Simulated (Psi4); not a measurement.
F$_{3}$Se (SMILES F[Se+](F)F), charge +1, singlet, geometry from GFN2-xTB, atoms displaced at random by about 0.05 Å a coordinate; PBE/STO-3G (Psi4).

Psi4 was given this input:
```
memory 2 GB

molecule {
1 1
Se    0.03639000    0.16709258    0.37697685
F    -1.16758654   -1.03525849   -0.37338819
F    -0.12333094    1.17474316   -0.93007482
F     1.32431137   -0.72735887   -0.05332595
}

set {
  basis sto-3g
  step_type sd
}

optimize('pbe')
print_variables()
```

Write the output that Psi4 gives for this input, abridged.


```
gradient() will perform analytic gradient computation.

   => Loading Basis Set <=

    Name: STO-3G
    Role: ORBITAL
    Keyword: BASIS

         ---------------------------------------------------------
                                   SCF
               by Justin Turney, Rob Parrish, Andy Simmonett
                          and Daniel G. A. Smith
                              RKS Reference
         ---------------------------------------------------------

  ==> Geometry <==

    Molecular point group: c1
    Full point group: C1

    Geometry (in Angstrom), charge = 1, multiplicity = 1:

       Center              X                  Y                   Z               Mass
    ------------   -----------------  -----------------  -----------------  -----------------
         SE           0.010514987097     0.151134949992     0.345205613588    79.916521800000
         F           -1.193461552903    -1.051216120008    -0.405159426412    18.998403162730
         F           -0.149205952903     1.158785529992    -0.961846056412    18.998403162730
         F            1.298436357097    -0.743316500008    -0.085097186412    18.998403162730

  Running in c1 symmetry.

  Rotational constants: A =      0.19597  B =      0.19168  C =      0.13656 [cm^-1]
  Rotational constants: A =   5874.92943  B =   5746.52134  C =   4094.01921 [MHz]
  Nuclear repulsion =  335.188041069504948

  Charge       = 1
  Multiplicity = 1
  Electrons    = 60
  Nalpha       = 30
  Nbeta        = 30

  ==> Algorithm <==

  SCF Algorithm Type is DF.
  DIIS enabled.
  MOM disabled.
  Fractional occupation disabled.
  Guess Type is SAD.
  Energy threshold   = 1.00e-08
  Density threshold  = 1.00e-08
  Integral threshold = 1.00e-12

  ==> Primary Basis <==

  Basis Set: STO-3G
    Blend: STO-3G
    Number of shells: 17
    Number of basis functions: 33
    Number of Cartesian functions: 34
    Spherical Harmonics?: true
    Max angular momentum: 2

  ==> DFT Potential <==

   => LibXC <=

    Version 7.1.2
    S. Lehtola, C. Steigemann, M. J. T. Oliveira, and M. A. L. Marques,  SoftwareX 7, 1–5 (2018) (10.1016/j.softx.2017.11.002)

   => Composite Functional: PBE <=

    PBE GGA Exchange-Correlation Functional

    J.P. Perdew et. al., Phys. Rev. Lett., 77(18), 3865-3868, 1996

    Deriv               =              1
    GGA                 =           TRUE
    Meta                =          FALSE

    Exchange Hybrid     =          FALSE
    MP2 Hybrid          =          FALSE

   => Exchange Functionals <=

    1.0000     XC_GGA_X_PBE

   => Correlation Functionals <=

    1.0000     XC_GGA_C_PBE

   => LibXC Density Thresholds  <==

    XC_GGA_C_PBE:  1.00E-12
    XC_GGA_X_PBE:  1.00E-15

   => Molecular Quadrature <=

    Radial Scheme          =       TREUTLER
    Pruning Scheme         =           NONE
    Nuclear Scheme         =       TREUTLER

    Blocking Scheme        =         OCTREE
    BS radius alpha        =              1
    Pruning alpha          =              1
    Radial Points          =             75
    Spherical Points       =            302
    Total Points           =          84437
    Total Blocks           =            687
    Max Points             =            255
    Max Functions          =             31
    Weights Tolerance      =       1.00E-15

   => Loading Basis Set <=

    Name: (STO-3G AUX)
    Role: JKFIT
    Keyword: DF_BASIS_SCF

  ==> Integral Setup <==

  SCF_SUBTYPE=INCORE selected. In-core MEM_DF algorithm will be used.
  Using in-core AOs.

  ==> MemDFJK: Density-Fitted J/K Matrices <==

    J tasked:                   Yes
    K tasked:                    No
    wK tasked:                   No
    Algorithm:                 Core
    Schwarz Cutoff:           1E-12
    Mask sparsity (%):       3.3058
    Fitting Condition:        1E-10

   => Auxiliary Basis Set <=

  Basis Set: (STO-3G AUX)
    Blend: DEF2-UNIVERSAL-JKFIT
    Number of shells: 135
    Number of basis functions: 497
[...]
  @DF-RKS Final Energy: -2669.02479189412588
    Total Energy =                      -2669.0247918941258831
  @DF-RKS Final Energy: -2669.02485542555451
    Total Energy =                      -2669.0248554255545059
  @DF-RKS Final Energy: -2669.02490537692347
    Total Energy =                      -2669.0249053769234706
  @DF-RKS Final Energy: -2669.02491598936467
    Total Energy =                      -2669.0249159893646720
  @DF-RKS Final Energy: -2669.02491877686953
    Total Energy =                      -2669.0249187768695265
  @DF-RKS Final Energy: -2669.02491967789865
    Total Energy =                      -2669.0249196778986516
  @DF-RKS Final Energy: -2669.02491139424728
    Total Energy =                      -2669.0249113942472832
[...]

    			-----------------------------------------

	                            ===> Fragment 1 <==

	 Z (Atomic Numbers)          Masses                          Geom
	      34.000000            79.916522         -0.09950333  0.25262621  0.72329759
	       9.000000            18.998403         -2.20067989 -1.99714348 -0.75899955
	       9.000000            18.998403         -0.09324749  2.33308623 -1.98694400
	       9.000000            18.998403          2.71248677 -1.39861141 -0.29659783

	 - Coordinate -           - BOHR/RAD -       - ANG/DEG -
	 R(1,2)           =         3.416667           1.808022
	 R(1,3)           =         3.416689           1.808034
	 R(1,4)           =         3.416732           1.808057
	 B(2,1,3)         =         1.628764          93.321301
	 B(2,1,4)         =         1.629233          93.348191
	 B(3,1,4)         =         1.626812          93.209459
	 O(2,1,3,4)       =         1.486026          85.143014
	 O(3,1,2,4)       =        -1.487674         -85.237469
	 O(4,1,2,3)       =         1.487347          85.218700

	        --- Internal Coordinate Step in ANG or DEG, aJ/ANG or AJ/DEG ---
	-------------------------------------------------------------------------------
	           Coordinate      Previous         Force          Change          New
	           ----------      --------        ------          ------        ------
	               R(1,2)       1.80802        0.00022        0.00001       1.80804
	               R(1,3)       1.80803        0.00011        0.00001       1.80804
	               R(1,4)       1.80806       -0.00003       -0.00000       1.80806
	             B(2,1,3)      93.32130        0.00000        0.00347      93.32477
	             B(2,1,4)      93.34819       -0.00001       -0.00623      93.34196
	             B(3,1,4)      93.20946        0.00001        0.00434      93.21379
	           O(2,1,3,4)      85.14301        0.00000        0.00184      85.14485
	           O(3,1,2,4)     -85.23747        0.00001        0.00541     -85.23205
	           O(4,1,2,3)      85.21870        0.00000        0.00137      85.22007
	-------------------------------------------------------------------------------

	                                 ==> Convergence Check <==

	Measures of convergence in internal coordinates in au.

	Criteria marked as inactive (o), active & met (*), and active & unmet ( ).

	----------------------------------------------------------------------------------------------
	   Step    Total Energy     Delta E     Max Force     RMS Force      Max Disp      RMS Disp
	----------------------------------------------------------------------------------------------
	  Convergence Criteria     1.00e-06 *    3.00e-04 *             o    1.20e-03 *             o
	----------------------------------------------------------------------------------------------
	    17   -2669.02491139    8.28e-06      1.09e-04 *    6.02e-05 o    1.09e-04 *    6.02e-05 o  ~
	----------------------------------------------------------------------------------------------

Next Geometry in Ang
	Fragment 1 (Ang)

	   Se  -0.0526503610   0.1337322504   0.3827310586
	    F  -1.1644821692  -1.0568993577  -0.4016297701
	    F  -0.0493590253   1.2346978588  -1.0514503306
	    F   1.4353287540  -0.7401867584  -0.1569419121

    Final optimized geometry and variables:
    Molecular point group: c1
    Full point group: C1

    Geometry (in Angstrom), charge = 1, multiplicity = 1:

    SE          -0.052654895396     0.133684030613     0.382752600809
    F           -1.164549643572    -1.056842817859    -0.401645262161
    F           -0.049344447359     1.234616063926    -1.051445481682
    F            1.435386184755    -0.740113283559    -0.156952811110

  Variable Map:
  ----------------------------------------------------------------------------
[...]
  Array Variable Map:
  ----------------------------------------------------------------------------
[...]
Optimizer: Optimization complete!
```
